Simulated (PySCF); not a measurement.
Point groups of optimised structures. Method used: PBE0/pcSseg-1 in PySCF (dipole) on a GFN2-xTB geometry, gas phase. The symmetry is that of the one conformer found, every atom within 0.08 Å of its image; none is proved a minimum here.

Task: `[O:1]=[PH:2]1[CH2:3][c:4]2[cH:5][cH:6][cH:7][cH:8][c:9]2[CH2:10]1` with O1–P2–C3–C4 154°, P2–C3–C4–C5 159°, C8–C9–C10–P2 -159°, O1–P2–C10–C9 -154°: symmetry, top, dipole?

Result: Cs; asymmetric top; symmetry number 1; 2 operations, which sort the 19 atoms into 11 sets; dipole 4.05 D, in the ac plane, which is the mirror; A, B, C = 3263, 777.8, 646.9 MHz.

Task: Point group, rotor type and polarity of `[CH3:1][O:2][c:3]1[n:4][cH:5][n:6][n:7][c:8]1[O:9][SiH3:10]` with C1–O2–C3–N4 0°, N7–C8–O9–Si10 0°, H–C1–O2–C3 -60° (nearest H), H–Si10–O9–C8 -61° (nearest H)?

Result: Cs; asymmetric top; symmetry number 1; 2 operations, which sort the 17 atoms into 15 sets; dipole 2.78 D, in the ab plane, which is the mirror.

Task: Point group, rotor type and polarity of `[CH3:1][CH:2]([CH3:3])[CH:4]([NH2:5])[CH:6]([CH3:7])[CH3:8]` with C1–C2–C4–N5 62°, C2–C4–N5–H 58° and -62°, C2–C4–C6–C7 -53° (2,4-dimethylpentan-3-amine)?

Result: C1; asymmetric top; symmetry number 1; this conformer is chiral (no improper operation); dipole 1.33 D.

Task: What symmetry has `[CH3:1][O:2][C:3](=[O:4])[c:5]1[n:6][cH:7][n:8]([SiH3:9])[n:10]1` with C1–O2–C3–O4 0°, O2–C3–C5–N6 0°, H–C1–O2–C3 60° (nearest H), H–Si9–N8–C7 0° (nearest H)?

Result: Cs; near-prolate asymmetric top; symmetry number 1; 2 operations, which sort the 17 atoms into 15 sets; dipole 3.54 D, in the ab plane, which is the mirror; A, B, C = 3855, 562.3, 495.1 MHz.
